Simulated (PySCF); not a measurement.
OTi, SMILES [O]=[Ti] (connectivity only; charge and spin as stated), neutral, multiplicity 3. Atoms are numbered in the order given.

```xyz
2

Ti     0.0000     0.0000    -0.4266
O      0.0000     0.0000     1.1733
```
Charge 0, spin multiplicity 3.

Geometry optimised at PBE0-D3(BJ)/def2-TZVPD. The spin state was assumed, not searched.

Method: PBE/def2-TZVPD run with PySCF.

Mulliken values depend strongly on the basis, most of all with diffuse functions as here. ESP charges are fitted to the potential on shells at 1.4 to 2.0 van der Waals radii. Atomic charges (e):

```tsv
atom	Mulliken	ESP fit	Mulliken spin
Ti1	0.57	0.43	2.19
O2	-0.57	-0.43	-0.19
```
